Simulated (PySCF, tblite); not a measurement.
Isomers of C6H16N2Si. Method: GFN2-xTB as coded in tblite; computed harmonic values from a numerical Hessian at the method's own geometry, unscaled. Errors from tens to a few hundred cm⁻¹ against measured bands are possible. Modes of hydrogen on silicon can be 10 to 20 % off. One conformer each.

Electronic energies: PBE0/pcSseg-1 single points on the GFN2-xTB geometries (PySCF, gas phase).

```
                 SMILES  electronic energy, lowest = 0 (kcal/mol)
C[C@@H]1CCCN(C)N1[SiH3]                                      22.2
  C[C@H]1CCNN1[SiH](C)C                                       0.0
      CN1CCCN1[SiH](C)C                                       5.7
```

How do GFN2-xTB zero-point energies change the relative energies?

```json
{"SMILES": "C[C@H]1CCNN1[SiH](C)C", "ZPE (kcal/mol)": "134.8", "of it from modes above 1550 cm⁻¹": "68.1", "electronic (kcal/mol)": "0.0", "with ZPE, lowest = 0 (kcal/mol)": "0.0", "lowest mode (cm⁻¹)": "20", "rings": "1"}
{"SMILES": "CN1CCCN1[SiH](C)C", "ZPE (kcal/mol)": "134.5", "of it from modes above 1550 cm⁻¹": "67.5", "electronic (kcal/mol)": "5.7", "with ZPE, lowest = 0 (kcal/mol)": "5.4", "lowest mode (cm⁻¹)": "32", "rings": "1"}
{"SMILES": "C[C@@H]1CCCN(C)N1[SiH3]", "ZPE (kcal/mol)": "133.4", "of it from modes above 1550 cm⁻¹": "64.9", "electronic (kcal/mol)": "22.2", "with ZPE, lowest = 0 (kcal/mol)": "20.7", "lowest mode (cm⁻¹)": "72", "rings": "1"}
```

The zero-point energies span 1.4 kcal/mol, from `C[C@@H]1CCCN(C)N1[SiH3]` to `C[C@H]1CCNN1[SiH](C)C`. The order is unchanged.

And how do the electronic energies of GFN2-xTB itself compare?

`C[C@H]1CCNN1[SiH](C)C` 19.2; `CN1CCCN1[SiH](C)C` 16.6; `C[C@@H]1CCCN(C)N1[SiH3]` 0.0 kcal/mol, lowest = 0. Against the energies above, taken from the same isomer `C[C@H]1CCNN1[SiH](C)C`, the largest difference is 41.4 kcal/mol.
